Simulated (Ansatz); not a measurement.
Triphenylsulfonium tris(triflyl)methide, `O=S(=O)([C-](S(=O)(=O)C(F)(F)F)S(=O)(=O)C(F)(F)F)C(F)(F)F.c1ccc([S+](c2ccccc2)c2ccccc2)cc1`, relaxed as a singlet with RKS PBE-D4/def2-SVP in Ansatz, starting from the GFN2-xTB geometry. Force threshold 0.03 eV/Å.

Single mean-field runs in def2-SVP are fitted with def2-universal-jkfit.

Start:

Cartesian coordinates in Å:
```
O -2.2642 -0.4993 -3.4418
S -1.5138 0.0754 -2.3751
O -1.0205 -0.8467 -1.3818
C -2.4798 1.3144 -1.6949
S -1.6481 2.2995 -0.5494
O -0.3263 1.7310 -0.3939
O -2.3883 2.4515 0.6640
C -1.2984 4.1094 -1.0626
F -1.0437 4.3027 -2.3463
F -0.1922 4.4356 -0.3819
F -2.2589 4.9235 -0.6690
S -3.1144 2.2186 -3.0232
O -2.2111 2.2306 -4.1291
O -3.6043 3.4629 -2.5196
C -4.6502 1.2361 -3.5712
F -4.9517 0.3226 -2.6510
F -4.4941 0.6405 -4.7380
F -5.6899 2.0622 -3.6709
C 0.0961 0.7613 -3.1677
F 0.1447 0.5069 -4.4623
F 0.2478 2.0681 -2.9758
F 1.1536 0.1583 -2.6027
C -2.4060 -2.4793 2.9208
C -2.5450 -1.1689 2.4929
C -1.5464 -0.5702 1.7434
C -0.4110 -1.2983 1.4266
S 0.8059 -0.4579 0.3975
C 1.7078 0.4769 1.6469
C 2.4064 1.5766 1.1728
C 3.1161 2.3646 2.0621
C 3.1162 2.0563 3.4135
C 2.4031 0.9632 3.8783
C 1.6916 0.1657 2.9965
C 1.9616 -1.8104 0.0708
C 3.1696 -1.9677 0.7281
C 4.0025 -3.0136 0.3612
C 3.6325 -3.8813 -0.6525
C 2.4250 -3.7067 -1.3114
C 1.5859 -2.6655 -0.9565
C -0.2564 -2.6071 1.8523
C -1.2616 -3.1924 2.6054
H -3.1883 -2.9476 3.4984
H -3.4318 -0.6047 2.7331
H -1.6507 0.4458 1.4019
H 2.3704 1.8079 0.1209
H 3.6635 3.2204 1.7000
H 3.6660 2.6726 4.1084
H 2.3938 0.7282 4.9316
H 1.1312 -0.6827 3.3585
H 3.4614 -1.2911 1.5161
H 4.9435 -3.1452 0.8721
H 4.2878 -4.6923 -0.9311
H 2.1381 -4.3772 -2.1061
H 0.6421 -2.4992 -1.4517
H 0.6290 -3.1716 1.6039
H -1.1462 -4.2121 2.9394
```

```csv
step,energy (eV),largest force component (eV/Å),SCF passes
1,-102986.8416,3.269,26
2,-102987.9451,1.470,21
3,-102988.2650,0.559,22
4,-102988.3487,0.302,22
5,-102988.3942,0.405,21
6,-102988.4209,0.315,20
7,-102988.4367,0.191,20
8,-102988.4474,0.149,21
9,-102988.4533,0.085,21
10,-102988.4561,0.060,21
11,-102988.4576,0.035,20
14,-102988.4611,0.056,21
17,-102988.4645,0.108,21
20,-102988.4674,0.102,21
23,-102988.4702,0.113,21
26,-102988.4749,0.235,21
29,-102988.4879,0.348,21
32,-102988.5059,0.401,21
35,-102988.5251,0.287,21
38,-102988.5518,0.167,20
41,-102988.5983,0.481,21
44,-102988.6575,0.320,20
47,-102988.6777,0.080,20
50,-102988.6821,0.044,21
52,-102988.6836,0.020,20
```

Force components are those of the run's own axes.

End:

```xyz
56

O    -2.515   -0.446   -3.703
S    -1.331    0.016   -2.959
O    -0.627   -0.919   -2.035
C    -1.716    1.520   -2.177
S    -0.509    2.269   -1.191
O     0.802    1.687   -1.614
O    -0.829    2.335    0.262
C    -0.353    4.114   -1.737
F    -0.825    4.287   -2.971
F     0.965    4.379   -1.727
F    -0.961    4.922   -0.879
S    -3.321    2.185   -2.198
O    -3.985    2.054   -3.502
O    -3.234    3.473   -1.472
C    -4.345    1.067   -1.037
F    -4.091    1.388    0.249
F    -4.042   -0.228   -1.215
F    -5.644    1.258   -1.282
C    -0.016    0.442   -4.310
F    -0.402   -0.154   -5.443
F     0.060    1.759   -4.506
F     1.186   -0.033   -3.955
C    -2.880   -2.659    2.170
C    -2.980   -1.321    1.755
C    -1.858   -0.654    1.246
C    -0.642   -1.353    1.181
S     0.709   -0.414    0.462
C     1.380    0.516    1.846
C     2.042    1.703    1.490
C     2.597    2.486    2.512
C     2.469    2.094    3.854
C     1.779    0.918    4.189
C     1.224    0.115    3.181
C     1.992   -1.629    0.111
C     2.927   -2.035    1.077
C     3.907   -2.969    0.710
C     3.947   -3.474   -0.600
C     3.010   -3.045   -1.553
C     2.023   -2.108   -1.210
C    -0.518   -2.691    1.580
C    -1.656   -3.341    2.082
H    -3.769   -3.179    2.559
H    -3.940   -0.787    1.804
H    -1.917    0.392    0.908
H     2.086    2.013    0.435
H     3.116    3.421    2.254
H     2.899    2.720    4.651
H     1.663    0.624    5.243
H     0.665   -0.798    3.431
H     2.902   -1.623    2.096
H     4.649   -3.296    1.454
H     4.723   -4.202   -0.881
H     3.049   -3.430   -2.583
H     1.278   -1.752   -1.938
H     0.441   -3.222    1.489
H    -1.584   -4.393    2.397
```

By distances, no bond broke or formed. The bond that changes most is S5–O7, from 1.43 to 1.49 Å (atoms count from 1).

The force fell under the threshold at step 51, but the optimiser went on. No frequencies were taken in this run, so the end may be a saddle point.

It took 3.2 min on 4 threads of AMD EPYC 7R13 on a shared host and a share (37 GiB) of an NVIDIA H100 80GB HBM3.
